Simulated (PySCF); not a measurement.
SMILES c1ccccc1COC (C8H10O), GFN2-xTB optimised geometry.

```
19

C     -1.14    -2.38     2.29
O     -0.92    -2.79     0.96
C     -1.42    -1.87     0.01
C     -0.68    -0.56     0.00
C     -1.35     0.66     0.00
C     -0.65     1.85    -0.01
C      0.73     1.84    -0.01
C      1.41     0.64     0.00
C      0.71    -0.56     0.00
H     -0.63    -1.44     2.51
H     -0.74    -3.17     2.92
H     -2.22    -2.26     2.49
H     -1.30    -2.37    -0.95
H     -2.49    -1.69     0.18
H     -2.43     0.67     0.01
H     -1.19     2.79    -0.01
H      1.28     2.77    -0.01
H      2.49     0.63     0.00
H      1.24    -1.50     0.01
```

Density from PBE0/def2-SVP (PySCF 2.14.0) at that geometry.

Minimum of the electron density along straight lines between bonded atoms, close to the bond critical point (lines longer than 1.1 times the sum of covalent radii, or with two minima, are not listed):

```json
[
 {"bond": "C1–O2", "length / Å": "1.405", "ρ at the minimum / e bohr⁻³": "0.262", "∇²ρ there / e bohr⁻⁵": "-0.44", "position (fraction from the first atom)": "0.34"},
 {"bond": "O2–C3", "length / Å": "1.412", "ρ at the minimum / e bohr⁻³": "0.261", "∇²ρ there / e bohr⁻⁵": "-0.48", "position (fraction from the first atom)": "0.65"},
 {"bond": "C3–C4", "length / Å": "1.510", "ρ at the minimum / e bohr⁻³": "0.256", "∇²ρ there / e bohr⁻⁵": "-0.61", "position (fraction from the first atom)": "0.50"},
 {"bond": "C4–C5", "length / Å": "1.388", "ρ at the minimum / e bohr⁻³": "0.310", "∇²ρ there / e bohr⁻⁵": "-0.79", "position (fraction from the first atom)": "0.50"},
 {"bond": "C5–C6", "length / Å": "1.384", "ρ at the minimum / e bohr⁻³": "0.312", "∇²ρ there / e bohr⁻⁵": "-0.80", "position (fraction from the first atom)": "0.50"},
 {"bond": "C6–C7", "length / Å": "1.384", "ρ at the minimum / e bohr⁻³": "0.312", "∇²ρ there / e bohr⁻⁵": "-0.80", "position (fraction from the first atom)": "0.50"},
 {"bond": "C7–C8", "length / Å": "1.385", "ρ at the minimum / e bohr⁻³": "0.312", "∇²ρ there / e bohr⁻⁵": "-0.80", "position (fraction from the first atom)": "0.50"},
 {"bond": "C4–C9", "length / Å": "1.390", "ρ at the minimum / e bohr⁻³": "0.309", "∇²ρ there / e bohr⁻⁵": "-0.78", "position (fraction from the first atom)": "0.50"},
 {"bond": "C8–C9", "length / Å": "1.383", "ρ at the minimum / e bohr⁻³": "0.313", "∇²ρ there / e bohr⁻⁵": "-0.80", "position (fraction from the first atom)": "0.50"},
 {"bond": "C1–H10", "length / Å": "1.096", "ρ at the minimum / e bohr⁻³": "0.279", "∇²ρ there / e bohr⁻⁵": "-1.05", "position (fraction from the first atom)": "0.63"},
 {"bond": "C1–H11", "length / Å": "1.088", "ρ at the minimum / e bohr⁻³": "0.284", "∇²ρ there / e bohr⁻⁵": "-1.09", "position (fraction from the first atom)": "0.64"},
 {"bond": "C1–H12", "length / Å": "1.098", "ρ at the minimum / e bohr⁻³": "0.277", "∇²ρ there / e bohr⁻⁵": "-1.02", "position (fraction from the first atom)": "0.63"},
 {"bond": "C3–H13", "length / Å": "1.095", "ρ at the minimum / e bohr⁻³": "0.281", "∇²ρ there / e bohr⁻⁵": "-1.07", "position (fraction from the first atom)": "0.64"},
 {"bond": "C3–H14", "length / Å": "1.101", "ρ at the minimum / e bohr⁻³": "0.277", "∇²ρ there / e bohr⁻⁵": "-1.02", "position (fraction from the first atom)": "0.63"},
 {"bond": "C5–H15", "length / Å": "1.081", "ρ at the minimum / e bohr⁻³": "0.282", "∇²ρ there / e bohr⁻⁵": "-1.06", "position (fraction from the first atom)": "0.63"},
 {"bond": "C6–H16", "length / Å": "1.080", "ρ at the minimum / e bohr⁻³": "0.283", "∇²ρ there / e bohr⁻⁵": "-1.07", "position (fraction from the first atom)": "0.63"},
 {"bond": "C7–H17", "length / Å": "1.080", "ρ at the minimum / e bohr⁻³": "0.283", "∇²ρ there / e bohr⁻⁵": "-1.07", "position (fraction from the first atom)": "0.63"},
 {"bond": "C8–H18", "length / Å": "1.080", "ρ at the minimum / e bohr⁻³": "0.283", "∇²ρ there / e bohr⁻⁵": "-1.08", "position (fraction from the first atom)": "0.63"},
 {"bond": "C9–H19", "length / Å": "1.080", "ρ at the minimum / e bohr⁻³": "0.284", "∇²ρ there / e bohr⁻⁵": "-1.09", "position (fraction from the first atom)": "0.63"}
]
```
